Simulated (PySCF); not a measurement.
A structure optimised at PBE-D3(BJ)/def2-SVP, used in a PySCF frequency run:

```xyz
5

Cl     0.0000    -1.4575     1.4314
C      0.0000     0.0000     0.4131
Cl     0.0000     1.4575     1.4314
Br    -1.6020     0.0000    -0.7306
Br     1.6020     0.0000    -0.7306
```

Task: Write its SMILES, formula and point group.

Result: ClC(Cl)(Br)Br, CBr2Cl2, C2v

Task: What are its rotational constants (standard atomic weights)?

Result: 1.3202, 0.90125, 0.78679 GHz
